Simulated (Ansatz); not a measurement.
Input file:

```yaml
crystal:
  periodic: [false, false, false]
  atoms:
    - { symbol: C, position_ang: [-1.1823, 0.6476, 1.9905] }
    - { symbol: O, position_ang: [-1.2417, -0.6293, 1.4974] }
    - { symbol: Al, position_ang: [0.4645, -1.1541, 1.1013] }
    - { symbol: Si, position_ang: [1.4832, -0.682, -1.0114] }
    - { symbol: Si, position_ang: [-0.1287, 0.3683, -2.2382] }
    - { symbol: H, position_ang: [-2.2757, 1.0079, 2.199] }
    - { symbol: H, position_ang: [-0.6254, 0.7763, 2.93] }
    - { symbol: H, position_ang: [-0.7988, 1.4157, 1.2066] }
    - { symbol: H, position_ang: [1.3831, -1.8654, 2.2722] }
    - { symbol: H, position_ang: [2.5985, 0.1632, -0.8359] }
    - { symbol: H, position_ang: [1.7712, -1.949, -1.6532] }
    - { symbol: H, position_ang: [0.4332, 0.681, -3.5366] }
    - { symbol: H, position_ang: [-0.5462, 1.6551, -1.5599] }
    - { symbol: H, position_ang: [-1.3479, -0.4644, -2.333] }
basis:
  gaussian: { orbitals: def2-SVP }
hamiltonian:
  xc: pbe0
  dispersion: d4
relax:
  f_tol: 0.015
  max_steps: 40
output:
  orbitals: {}
```

Run as:

```bash
$ ansatz run input.yaml --threads 2 --pin off --max-ram 3072MiB --backend cpu --events-out ev --progress --plain --runs-dir out
```

Hardware: 2 threads of Arm Neoverse V2, with other jobs on the host.

Roughly how long does this run take, and how much memory?

64 s, with a peak of 0.31 GiB, for 16 ionic steps.
